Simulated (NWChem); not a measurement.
# Correlation energy of BCl

```
B
Cl 1 1.7192
```
Charge 0, spin multiplicity 1.

Program: NWChem. All single points use one geometry, from PBE0/def2-SVP, a minimum by its harmonic frequencies.

Basis set: cc-pVDZ. Each correlation energy counts from its own Hartree-Fock reference.

```
method        correlation energy (mHa)  difference from CCSD(T)
------------  ------------------------  -----------------------
CR-CCSD(T)                      -230.1                     +1.3
MP2                             -196.2                    +35.2
CR-CCSD[T]                      -230.5                     +0.9
RI-MP2                          -196.3                    +35.1
SCS-MP2                         -193.4                    +37.9
CCSD+T(CCSD)                    -231.8                     -0.4
CCSD(T)                         -231.4                      0.0
CCSD                            -224.5                     +6.9
CCSDT                           -232.1                     -0.7
```

The values span 38.7 mHa, from CCSDT (lowest) to SCS-MP2 (highest). 

The correlated methods keep 6 core orbitals frozen. The structure started from a generated list of species. Differences from the coupled-cluster row are differences between methods, not errors against experiment.
